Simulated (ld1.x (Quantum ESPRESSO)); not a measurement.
Reading a pseudo-wave (He (Z = 2))

Columns: radius, all-electron u(r) and pseudo u(r) of the 1s shell (level -15.92 eV) of helium in the configuration 1s2; BLYP, non-relativistic, TM semilocal scheme, ld1.x (Quantum ESPRESSO) 7.5.

```tsv
r (bohr)	all-electron	pseudo
0.020	0.0931	0.0808
0.040	0.1788	0.1606
0.060	0.2576	0.2383
0.080	0.3298	0.3128
0.100	0.3960	0.3833
0.120	0.4565	0.4490
0.140	0.5118	0.5093
0.160	0.5620	0.5638
0.180	0.6077	0.6124
0.200	0.6491	0.6553
0.220	0.6866	0.6930
0.240	0.7203	0.7259
0.260	0.7505	0.7549
0.280	0.7776	0.7805
0.300	0.8017	0.8033
0.320	0.8230	0.8237
0.340	0.8418	0.8420
0.360	0.8582	0.8582
0.380	0.8724	0.8724
0.400	0.8845	0.8845
0.420	0.8947	0.8947
0.440	0.9032	0.9032
0.460	0.9100	0.9100
0.480	0.9153	0.9153
0.500	0.9193	0.9193
0.520	0.9219	0.9219
```

Q: How many radial nodes do the two functions have?

A: The all-electron 1s function has n − l − 1 = 0; the pseudo-wave has 0.

Q: At about which radius was the pseudo-wave matched?

A: 0.40 bohr. The columns agree to 0.0005 from 0.34 bohr on; several derivatives are matched, so the curves merge somewhat inside the radius.

Q: Is the pseudo-wave norm-conserving?

A: Yes: the TM semilocal scheme keeps the norm inside the radius equal to the all-electron one, which fixes the energy derivative of the logarithmic derivative at the level.
